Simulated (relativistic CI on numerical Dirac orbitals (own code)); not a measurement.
Pt²⁺: L2,3 absorption edge

Computed with this model: Dirac-Coulomb-Breit CI, orbitals from a KLI potential per configuration, a model potential for QED, multiplet model of core-to-valence dipole absorption, unscaled Slater integrals; configurations [Xe] 4f14 5d8 → [He] 2s2 2p5 3s2 3p6 3d10 4s2 4p6 4d10 4f14 5s2 5p6 5d9; 300 K; Lorentzian 5 eV and Gaussian 1 eV FWHM. Energies are those of the free ion, without screening or charge transfer. The branching ratio is the share of the lower-energy edge in the whole absorption, uncertain by about 0.02 where the edges overlap. S is read from ⟨S²⟩ = S(S + 1).

Field parameters in Wybourne normalisation: D4h B²₀ = −7Ds, B⁴₀ = 21(Dq − Dt), B⁴₄ = 21√(5/14) Dq; Oh B⁴₀ = 21Dq, B⁴₄ = √(5/14) B⁴₀; Td as Oh with Dq negative (B⁴₀ = 21Dq, B⁴₄ = √(5/14) B⁴₀). The field is a parameter set, without covalency.

Case Td, 10Dq = -11050 cm⁻¹, the dichroism is that of the ground state at zero temperature, magnetised by exchange field 10 meV on Sz. The dichroism I(Δm = −1) − I(Δm = +1), over the sum of the three polarisations, integrates to -0.0248 on the lower edge and -0.0004 on the upper edge. The branching ratio is 0.960.

(1) Use the orbital sum rule with 2 holes to get ⟨Lz⟩.

Results:

(1) For a p → d edge ⟨Lz⟩ = 2 × n_h × (sum of both integrals) in this sign convention = -0.10; the ground state itself has ⟨Lz⟩ = -0.10 and ⟨Sz⟩ = -0.05. The rule assumes one radial integral for both edges, which relativistic orbitals only approach.
